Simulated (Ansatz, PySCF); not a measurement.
N,N-dimethyl-1-methylsilylmethanamine (C4H13NSi), SMILES [SiH2](C)CN(C)C. Atoms are numbered in the order given.

```xyz
19

C      2.9598    -0.3544     0.1868
Si     1.3642     0.5702    -0.1841
C     -0.1001    -0.5767     0.1985
N     -1.3888    -0.1522    -0.2989
C     -2.3902    -1.1791    -0.1717
C     -1.8297     1.1050     0.2459
H      2.9902    -0.6767     1.2394
H      3.8370     0.2849     0.0045
H      3.0545    -1.2495    -0.4474
H      1.3164     1.8143     0.6495
H      1.3160     0.9808    -1.6225
H     -0.1084    -0.7837     1.2988
H      0.1584    -1.5406    -0.2761
H     -2.6127    -1.4484     0.8874
H     -3.3320    -0.8511    -0.6390
H     -2.0614    -2.0954    -0.6861
H     -2.7853     1.4002    -0.2141
H     -1.9798     1.0801     1.3509
H     -1.1004     1.9012     0.0301
```
Charge 0, spin multiplicity 1.

Geometry: PBE0-D3(BJ)/def2-SVP. The values are those of a single conformer.

Two levels are set side by side: PBE-D3(BJ)/def2-SVP (Ansatz, a first-principles code) and PBE0-D3(BJ)/def2-SVP (Ansatz). Each level has its own optimised geometry; the coordinates shown are those of the second. Frequencies come from the Hessian of PySCF at each geometry. Differences are taken from unrounded values.

```tsv
quantity	PBE0-D3(BJ)
mean bond length (Å)	1.292
bond C1–Si2 (Å)	1.881
bond Si2–C3 (Å)	1.899
bond C3–N4 (Å)	1.445
bond N4–C5 (Å)	1.440
bond N4–C6 (Å)	1.439
bond C1–H7 (Å)	1.101
bond C1–H8 (Å)	1.101
bond C1–H9 (Å)	1.101
bond Si2–H10 (Å)	1.498
bond Si2–H11 (Å)	1.497
bond C3–H12 (Å)	1.120
bond C3–H13 (Å)	1.105
bond C5–H14 (Å)	1.115
bond C5–H15 (Å)	1.101
bond C5–H16 (Å)	1.101
bond C6–H17 (Å)	1.101
highest harmonic wavenumber (cm⁻¹)	3167
mean harmonic wavenumber (cm⁻¹)	1412
zero-point energy (kcal/mol)	102.95
```

Task: What does PBE-D3(BJ) give, and how far is it from PBE0-D3(BJ)? (The exact figures need the calculation; the answer reports its results.)

Result: 
```json
[
 {"quantity": "mean bond length (Å)", "PBE-D3(BJ)": "1.302", "PBE-D3(BJ) minus PBE0-D3(BJ)": "0.009"},
 {"quantity": "bond C1–Si2 (Å)", "PBE-D3(BJ)": "1.892", "PBE-D3(BJ) minus PBE0-D3(BJ)": "0.011"},
 {"quantity": "bond Si2–C3 (Å)", "PBE-D3(BJ)": "1.911", "PBE-D3(BJ) minus PBE0-D3(BJ)": "0.012"},
 {"quantity": "bond C3–N4 (Å)", "PBE-D3(BJ)": "1.455", "PBE-D3(BJ) minus PBE0-D3(BJ)": "0.010"},
 {"quantity": "bond N4–C5 (Å)", "PBE-D3(BJ)": "1.450", "PBE-D3(BJ) minus PBE0-D3(BJ)": "0.010"},
 {"quantity": "bond N4–C6 (Å)", "PBE-D3(BJ)": "1.450", "PBE-D3(BJ) minus PBE0-D3(BJ)": "0.010"},
 {"quantity": "bond C1–H7 (Å)", "PBE-D3(BJ)": "1.109", "PBE-D3(BJ) minus PBE0-D3(BJ)": "0.008"},
 {"quantity": "bond C1–H8 (Å)", "PBE-D3(BJ)": "1.108", "PBE-D3(BJ) minus PBE0-D3(BJ)": "0.008"},
 {"quantity": "bond C1–H9 (Å)", "PBE-D3(BJ)": "1.109", "PBE-D3(BJ) minus PBE0-D3(BJ)": "0.008"},
 {"quantity": "bond Si2–H10 (Å)", "PBE-D3(BJ)": "1.508", "PBE-D3(BJ) minus PBE0-D3(BJ)": "0.010"},
 {"quantity": "bond Si2–H11 (Å)", "PBE-D3(BJ)": "1.507", "PBE-D3(BJ) minus PBE0-D3(BJ)": "0.010"},
 {"quantity": "bond C3–H12 (Å)", "PBE-D3(BJ)": "1.130", "PBE-D3(BJ) minus PBE0-D3(BJ)": "0.010"},
 {"quantity": "bond C3–H13 (Å)", "PBE-D3(BJ)": "1.113", "PBE-D3(BJ) minus PBE0-D3(BJ)": "0.008"},
 {"quantity": "bond C5–H14 (Å)", "PBE-D3(BJ)": "1.125", "PBE-D3(BJ) minus PBE0-D3(BJ)": "0.010"},
 {"quantity": "bond C5–H15 (Å)", "PBE-D3(BJ)": "1.110", "PBE-D3(BJ) minus PBE0-D3(BJ)": "0.008"},
 {"quantity": "bond C5–H16 (Å)", "PBE-D3(BJ)": "1.109", "PBE-D3(BJ) minus PBE0-D3(BJ)": "0.008"},
 {"quantity": "bond C6–H17 (Å)", "PBE-D3(BJ)": "1.109", "PBE-D3(BJ) minus PBE0-D3(BJ)": "0.008"},
 {"quantity": "highest harmonic wavenumber (cm⁻¹)", "PBE-D3(BJ)": "3080", "PBE-D3(BJ) minus PBE0-D3(BJ)": "-87"},
 {"quantity": "mean harmonic wavenumber (cm⁻¹)", "PBE-D3(BJ)": "1366", "PBE-D3(BJ) minus PBE0-D3(BJ)": "-46"},
 {"quantity": "zero-point energy (kcal/mol)", "PBE-D3(BJ)": "99.58", "PBE-D3(BJ) minus PBE0-D3(BJ)": "-3.37"}
]
```

GGA bonds tend to be longer and softer than those of functionals with exact exchange. Differences between two approximate levels are no errors against the true value.
